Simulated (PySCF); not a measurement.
C$_{2}$H$_{6}$BFO (SMILES CCB(O)F), singlet, at a GFN2-xTB geometry; SVWN5/6-31G, polarisability (PySCF).

Here is a job for PySCF.
```python
from pyscf import gto, scf, dft
from pyscf.prop import polarizability

mol = gto.Mole()
mol.atom = '''
    B     0.18569128    0.27107935    0.52998451
    F     0.68811954    0.13065850    1.75791099
    C    -0.04196034   -1.03982700   -0.35050706
    C    -0.62120407   -0.78609412   -1.74451260
    H    -0.70078725   -1.72130863    0.19283156
    H     0.90825001   -1.57014191   -0.44824823
    H     0.04229961   -0.15000317   -2.32831376
    H    -1.59505917   -0.30383066   -1.67594999
    H    -0.74823414   -1.72181337   -2.28398637
    O    -0.07642209    1.52907780    0.16874605
    H    -0.43763813    1.65867881   -0.70730512
'''
mol.basis = '6-31g'
mol.verbose = 3
mol.build()

mf = dft.RKS(mol)
mf.xc = 'lda,vwn'
mf.kernel()
alpha = mf.Polarizability().polarizability()[2, 2]
print('alpha_zz =', alpha)
```

**Question.** Predict the main parts of the log of this PySCF run.

**Answer.** 
```
site-packages/pyscf/prop/efg/rhf.py:45: UserWarning: Module EFG is under testing
  warnings.warn('Module EFG is under testing')
site-packages/pyscf/prop/efg/dhf.py:30: UserWarning: Module EFG is under testing
  warnings.warn('Module EFG is under testing')
site-packages/pyscf/prop/zfs/uhf.py:40: UserWarning: Module ZFS is under testing
  warnings.warn('Module ZFS is under testing')
site-packages/pyscf/prop/gtensor/uhf.py:43: UserWarning: Module g-tensor is under testing
  warnings.warn('Module g-tensor is under testing')
site-packages/pyscf/prop/gtensor/uks.py:41: UserWarning: Module g-tensor is under testing
  warnings.warn('Module g-tensor is under testing')
site-packages/pyscf/prop/hfc/uks.py:35: UserWarning: Module HFC is under testing
  warnings.warn('Module HFC is under testing')
site-packages/pyscf/prop/magnetizability/rhf.py:39: UserWarning: Module magnetizability is under testing
  warnings.warn('Module magnetizability is under testing')
site-packages/pyscf/prop/magnetizability/uhf.py:37: UserWarning: Module magnetizability is under testing
  warnings.warn('Module magnetizability is under testing')
site-packages/pyscf/prop/magnetizability/rks.py:37: UserWarning: Module magnetizability is under testing
  warnings.warn('Module magnetizability is under testing')
site-packages/pyscf/prop/magnetizability/uks.py:39: UserWarning: Module magnetizability is under testing
  warnings.warn('Module magnetizability is under testing')
site-packages/pyscf/prop/polarizability/uhf.py:34: UserWarning: Module polarizability is under testing
  warnings.warn('Module polarizability is under testing')
site-packages/pyscf/prop/polarizability/rks.py:29: UserWarning: Module polarizability is under testing
  warnings.warn('Module polarizability is under testing')
site-packages/pyscf/prop/polarizability/uks.py:29: UserWarning: Module polarizability is under testing
  warnings.warn('Module polarizability is under testing')
converged SCF energy = -277.57419617872
alpha_zz = 36.51534498201719
```
